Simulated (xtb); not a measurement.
C4H6Cl2N2Pd, triplet, geometry from GFN2-xTB (such geometries of metal compounds can be far from the true shape) (the multiplicity is a formal guess). Base run: GFN2-xTB run with xtb.

xtb was given this input:
```
$ xtb mol.xyz --gfn 2 --uhf 2 --json

# file mol.xyz
15

Pd    -0.03044491     0.01378200     0.12827012
Cl     2.15351655    -0.22299271    -0.42090693
Cl    -1.83098355     0.08627253    -1.24198723
C      1.80784991     4.04035636     0.15574990
C      0.93291600     2.99047376     0.56825127
N      0.22819208     2.14457950     0.90265409
H      2.67737771     3.59946735    -0.33291337
H      2.13017733     4.61997832     1.02004379
H      1.28888258     4.69027162    -0.54811529
C     -1.82082537    -4.03633306     0.08045987
C     -1.15842852    -2.89672483     0.62867142
N     -0.62546410    -1.97845455     1.07214185
H     -2.49851981    -4.46516504     0.81788640
H     -1.08103519    -4.78040591    -0.21335317
H     -2.38764552    -3.72338368    -0.79713937
```

Each row names what was changed in the base input (with any setting that the change needs).

| change | ΔE vs base (mEh) | dipole (D) | SCF cycles |
|---|---|---|---|
| base | 0.000 | 2.03 | 14 |
| etemp = 5000 | -37.886 | 1.57 | 15 |
| etemp = 3000 | -13.379 | 1.86 | 15 |
| alpb = chcl3 | -32.158 | 2.34 | 14 |
| acc = 30 | 0.004 | 2.03 | 10 |
| acc = 1000 | 0.119 | 2.03 | 5 |

ALPB and GBSA are two models with their own fitted parameters for each solvent, which aren't always the measured dielectric constant.
